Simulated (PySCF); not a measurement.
**F²⁺ (fluorine, charge +2) across methods**

[He] 2s1 2p4, high-spin 4P determinant (an excited configuration). Computed with PySCF 2.14 in x2c-TZVPPall, with the spin-free X2C one-electron Hamiltonian (Gaussian nucleus).

| method | E (hartree) | mean ε 2s α (eV) | mean ε 2p α (eV) | mean ε 2p β (eV) | Σ⟨r²⟩ (bohr²) | ⟨S²⟩ |
| --- | --- | --- | --- | --- | --- | --- |
| BHandHLYP | -97.2187 | -79.301 | -57.539 | -49.679 | 5.083 | 3.752 |
| PBE0 | -97.1612 | -75.025 | -54.536 | -47.285 | 5.094 | 3.751 |
| UHF | -97.00118 | -88.208 | -63.587 | -52.323 | 5.068 | 3.753 |
| PBE | -97.1546 | -70.409 | -51.295 | -45.088 | 5.119 | 3.751 |
| B97-3 | -97.2019 | -75.207 | -54.604 | -47.546 | 5.083 | 3.752 |
| r2SCAN | -97.2272 | -72.870 | -52.501 | -45.525 | 5.075 | 3.752 |
| HSE06 | -97.1706 | -74.567 | -54.087 | -46.912 | 5.094 | 3.751 |
| LDA | -96.5743 | -69.911 | -51.305 | -44.713 | 5.141 | 3.752 |

Task: Estimate the same row for wB97M-V.

Result: E (hartree) = -97.2200; mean ε 2s α (eV) = -77.181; mean ε 2p α (eV) = -56.781; mean ε 2p β (eV) = -50.022; Σ⟨r²⟩ (bohr²) = 5.114; ⟨S²⟩ = 3.751.
